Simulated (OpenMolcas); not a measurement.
# Ru3+ in MgO: curves along the breathing mode

Ru3+ with its 6 nearest oxide ions, on the Mg site of MgO (a = 4.2112 Å, distance in the model lattice 2.106 Å). The rest of the host is ab initio model potentials to 7.6 Å, with orthogonalisation functions on the cations behind the ligands, and point charges beyond; the distance is set by hand and nothing relaxes, and no local charge compensation is placed. Ligand basis ANO-RCC-VDZP.

| Quantity | Value |
| --- | --- |
| Program | OpenMolcas 26.06 |
| Method | CASSCF |
| Basis | ANO-RCC-VDZP [6s5p3d1f] |
| Scalar Hamiltonian | DKH2, point nucleus |
| Active space | 5 electrons in 5 orbitals (4d) |
| State averaging | 2S+1 = 6 even, 1 root; 2S+1 = 4 even, 24 roots; 2S+1 = 2 even, 75 roots |
| Spin-orbit coupling | state interaction with AMFI integrals over the reference wave functions |

Spin-free energies (labels of O, the rotations of Oh) in cm-1 above the lowest fitted minimum, as all ligands move together:

```csv
R (Å),2T2,6A1,2T1,2A2,2T2(2),2E,2T1(2)
1.939,8360,39750,38770,39010,41090,42810,48070
1.985,2330,28680,30290,30520,32580,34300,39490
2.03,80,22150,25920,26160,28190,29920,35030
2.076,1040,19330,24970,25240,27240,28970,34000
2.122,4940,20010,27200,27510,29480,31210,36140
2.167,11330,23720,32160,32530,34460,36200,41030
2.213,20340,30400,39870,40310,42210,43950,48680
```

Cubic fits give the following; the wavenumber is harmonic, with the mass of all moving ligands, small differences in it between states hang on the degree of the fit, a number in brackets counts states of one label, and the table is a selection of at most 14 states with clean curves.

| State | R0 (Å) | Breathing mode (cm-1) | Minimum (cm-1) |
| --- | --- | --- | --- |
| 2T2 | 2.040 | 736 | 0 |
| 6A1 | 2.089 | 756 | 19150 |
| 2T1 | 2.066 | 742 | 24850 |
| 2A2 | 2.066 | 744 | 25120 |
| 2T2(2) | 2.066 | 743 | 27130 |
| 2E | 2.066 | 743 | 28850 |
| 2T1(2) | 2.067 | 741 | 33900 |
| 2T2(3) | 2.067 | 739 | 35330 |
| 2A1 | 2.068 | 740 | 38620 |
| 4E | 2.090 | 752 | 40570 |
| 2E(2) | 2.074 | 735 | 43510 |
| 4E(2) | 2.090 | 750 | 45140 |
| 2A1(2) | 2.090 | 749 | 49360 |
| 2T2(4) | 2.090 | 750 | 51280 |

The minimum of 2T1 is shifted by +0.0266 Å against 2T2 (from the unrounded fits). With M = 96.0 u for the moving shell, the Huang-Rhys factor in this mode is S = M ω ΔR² / 2ħ = 0.01483 × 96.0 × 736 × 0.0266² = 0.74. Only the first shell moves, against a rigid host.

An orbital triplet at a regular site is open to Jahn-Teller coupling, which can distort the site and quench the lowest spin-orbit gaps and is left out. Without dynamic correlation the repulsion within the d shell is too large (B by tens of per cent), so at a given field states of lower spin stand too high. With metal d orbitals alone the field can be off either way by tens of per cent. Ligand-to-metal charge-transfer states are missing. With no ligand orbital active B as a rule stays too high, so bands that hang on it stand too high and its fall with covalency is understated. The least metal-like active orbital is 73 % on the metal (Löwdin) and no ligand orbital is active, so the numbers are rough (holds for R = 1.939; R = 1.985; R = 2.167; R = 2.213). The least metal-like active orbital is 74 % on the metal (Löwdin) and no ligand orbital is active, so the numbers are rough (holds for R = 2.03; R = 2.076; R = 2.122). This shell can be high or low spin here, a state of another spin lies low, and with metal d orbitals alone active their balance is uncertain, so the ground spin may be wrong, although the usual error favours high spin (holds for R = 2.167; R = 2.213). No measured value stands beside these numbers.
